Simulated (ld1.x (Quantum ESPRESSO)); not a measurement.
# Before and after: TM semilocal potential for Co (Z = 27)

- Element: Co
- Generator: ld1.x (Quantum ESPRESSO) 7.5
- Type: norm-conserving Troullier–Martins (semilocal form)
- Functional: PBE
- Relativity: scalar-relativistic
- Frozen core: [Ne]
- Valence charge: 17
- Reference configuration: 3s2 3p6 3d7 4s0 4p0 (charge +2)
- Partial waves: 3p (bound): rc 1.20 bohr; 3d (bound): rc 1.00 bohr; 3s (bound): rc 0.80 bohr
- Local potential: the s channel
- Core correction: Bessel-smoothed model core inside 0.35 bohr

Change: all radii but the core radius scaled by about 1.28 (s 1.02, p 1.54, d 1.28 bohr).

Cutoffs: the cutoffs (Ry, on a coarse ladder) from which the occupation-weighted sum of valence levels, in a spherical-Bessel basis at the reference potential, stays within 10 and 1 mRy of its value at 400 Ry; they do not see the model core or the augmentation charge, which bear on the density cutoff. Errors are all-electron minus pseudo energies relative to the spin-unpolarised reference configuration.

Problem. Predict the effect on cutoff, ghosts and configuration errors.

Solution. Of the 7 tests that both files solve, the error grows in 7 and shrinks in 0 by more than 15 % and 0.3 meV (median size 82.1 → 387.4 meV); neither file shows a bound ghost. More of the atom is replaced by a form fitted at one configuration, so other configurations suffer. A semilocal file is local in each channel, so a ghost entry of none says nothing of the separable form that plane-wave codes build from it.

```tsv
quantity	base	changed
cutoff, loose	230 Ry	160 Ry
cutoff, tight	over 300 Ry	260 Ry
loose cutoff by channel (10 mRy a level)	p 70 Ry, d 180 Ry, s 180 Ry	p 55 Ry, d 120 Ry, s 110 Ry
bound ghosts	none	none
error for 3s2 3p6 3d7 4s2 4p0, meV [ΔE -25.82 eV]	+127	+597
error for 3s2 3p6 3d7 4s1 4p0, meV [ΔE -16.79 eV]	+82	+387
error for 3s2 3p6 3d6 4s0 4p0, meV [ΔE 35.87 eV]	-3.7	-20
error for 3s2 3p6 3d6 4s2 4p1, meV [ΔE -16.16 eV]	+226	+814
error for 3s2 3p6 3d7 4s0 4p2, meV [ΔE -16.84 eV]	+52	-104
error for 3s2 3p6 3d5 4s0 4p0, meV [ΔE 91.22 eV]	+4.2	-29
error for 3s2 3p5 3d7 4s2 4p0, meV [ΔE 47.71 eV]	+201	+1001
```
